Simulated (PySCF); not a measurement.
# Bromine: a sound run and one with changed settings

Sound run: Br [Ar] 3d10 4s2 4p5, Br⁺ [Ar] 3d10 4s2 4p4. Calculation: PySCF 2.14, in Sapporo-DKH3-DZP-2012 (6s5p3d1f, 43 functions); scalar relativity by spin-free X2C-1e. In the sound run the correlated levels freeze [Ar] 3d10. The sound run starts from symmetry-adapted Hartree-Fock orbitals and uses a fine grid where one is needed.

Changed run: the non-relativistic Hamiltonian (point nucleus). This setting is unsound on purpose.

```tsv
species	method	sound run (hartree)	changed run (hartree)	converged
Br	UHF	-2604.35194	-2551.65031	yes
Br	r2SCAN	-2606.13613	-2553.46604	yes
Br	PBE0	-2605.86603	-2553.19879	yes
Br	MP2	-2604.45103	-2551.74934	yes
Br	CCSD(T)	-2604.46649	-2551.76533	yes
Br⁺	UHF	-2603.95774	-2551.25369	yes
Br⁺	r2SCAN	-2605.70008	-2553.02771	yes
Br⁺	PBE0	-2605.43209	-2552.76253	yes
Br⁺	MP2	-2604.03409	-2551.33054	yes
Br⁺	CCSD(T)	-2604.05077	-2551.34803	yes
```

Ionisation energy of Br:

```tsv
method	sound run (eV)	changed run (eV)
UHF	10.727	10.793
r2SCAN	11.866	11.927
PBE0	11.808	11.871
MP2	11.346	11.396
SCS-MP2	11.318	11.368
CCSD	11.302	11.345
CCSD(T)	11.313	11.355
```

Most of the change in total energy is the relativistic energy itself. On top of that the contraction fixes the core shape for the Hamiltonian it was made with, so the changed run is not a good calculation with the other Hamiltonian either.

For comparison, NIST gives 11.814 eV between the lowest levels.
